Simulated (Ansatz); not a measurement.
Ansatz results at the PBE0-D4/def2-TZVP geometry: LUMO energy (ωB97M-V/def2-TZVPP) 0.30 eV; HOMO–LUMO gap (PBE/def2-TZVPP) 4.07 eV; LUMO energy (PBE/def2-TZVPP) -2.23 eV.

Each molecule was computed in one conformer, which needn't be the lowest.

Problem. Which molecule gave them?
A. `[F][SbH][SeH]`
B. `N=C(N)F`
C. `CCC1=NC1`
D. `B[Se][SiH2][SiH3]`

Solution. A. The others give `B[Se][SiH2][SiH3]`: 0.26, 4.01, -2.55; `CCC1=NC1`: 2.10, 5.04, -1.17; `N=C(N)F`: 2.31, 6.15, -0.02.
